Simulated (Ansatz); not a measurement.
Geometry optimisation, Ansatz 0.2.0, RKS PBE-D4/def2-SVP.

Input:

```yaml
crystal:
  periodic: [false, false, false]
  atoms:
    - { symbol: Si, position_ang: [-0.212463, 0.747171, 0.692305] }
    - { symbol: Br, position_ang: [0.519452, 0.910024, -2.840055] }
    - { symbol: O, position_ang: [-0.441684, -0.601794, 1.721878] }
    - { symbol: C, position_ang: [0.020814, -1.084494, 0.426076] }
    - { symbol: H, position_ang: [0.304742, 0.175526, -1.558987] }
    - { symbol: H, position_ang: [-1.451492, 1.445363, 0.242267] }
    - { symbol: H, position_ang: [0.949061, 1.629396, 1.009789] }
    - { symbol: H, position_ang: [1.035784, -1.531781, 0.437712] }
    - { symbol: H, position_ang: [-0.724413, -1.689411, -0.130985] }
basis:
  gaussian: { orbitals: def2-SVP }
hamiltonian:
  xc: pbe
  dispersion: d4
relax:
  f_tol: 0.03
  max_steps: 50
```

Run as:

```bash
$ ansatz run input.yaml --threads 2 --pin off --max-ram 3072MiB --backend cpu --events-out ev --progress --plain --runs-dir out
```

Task: Where does it end, and by what steps?

Result: It converged. After 4 steps the energy has fallen by 0.012 eV; H6 moved furthest, 0.10 Å.

```
step  energy less start (eV)  largest force component (eV/Å)  accepted
   0                  0.0000                           0.435       yes
   1                 -0.0084                           0.135       yes
   2                 -0.0115                           0.109       yes
   3                 -0.0119                           0.036       yes
   4                 -0.0122                           0.022       yes
```

```xyz
9
Properties=species:S:1:pos:R:3
Si -0.236 0.752 0.729
Br 0.579 0.842 -2.864
O -0.407 -0.618 1.740
C 0.009 -1.057 0.408
H 0.353 0.148 -1.600
H -1.497 1.445 0.332
H 0.927 1.644 1.012
H 1.025 -1.499 0.372
H -0.751 -1.659 -0.130
```

Whether the end is a true minimum wasn't checked by a vibrational analysis.

Run time: 9.4 s on 2 threads of Arm Neoverse V2 (shared host), peak memory 0.15 GiB.
